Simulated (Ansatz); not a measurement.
Two isomers of C3H7FSn: A = `C=[CH][SnH]([CH3])[F]`, B = `[F][SnH]1[CH2]C[CH2]1`.

Isolated molecules relaxed with PBE0-D4/def2-TZVP in Ansatz; ΔE leaves out vibrations. CBS: MP2 limit from def2 TZ/QZ plus the TZ coupled-cluster correction, frozen cores. DFT in def2-TZVPP. B3LYP here is the variant with VWN-RPA as its local correlation; programs differ in this. Elements past krypton have def2 core potentials. For Sn outer-core shells are correlated without core-valence functions, which leaves a few kJ/mol of doubt a bond. Each species was taken in one conformer, which may not be the lowest.

(1) Which isomer does CCSD(T)/CBS put lower? Give the gap. (Best estimate.)

(2) Give E(B) − E(A) in kcal/mol with PBE0-D4, B3LYP, B2PLYP, B3LYP-D4, CCSD/def2-TZVPP, CCSD(T)/def2-TZVPP, ωB97M-V. (Best estimate.)

Largest T1 diagnostic: 0.013.

## Answers

(1) The calculation gave: A, by 1.8 kcal/mol.

(2) Computed: PBE0-D4 -1.7, B3LYP 4.6, B2PLYP 3.4, B3LYP-D4 4.0, CCSD/def2-TZVPP 3.0, CCSD(T)/def2-TZVPP 2.5, ωB97M-V 1.7. The order is the other way round with PBE0-D4.

In def2-TZVPP, CCSD(T) changes the Hartree–Fock value by −7.2 kcal/mol (the triples alone add −0.5 kcal/mol) and MP2 by −9.7 kcal/mol.
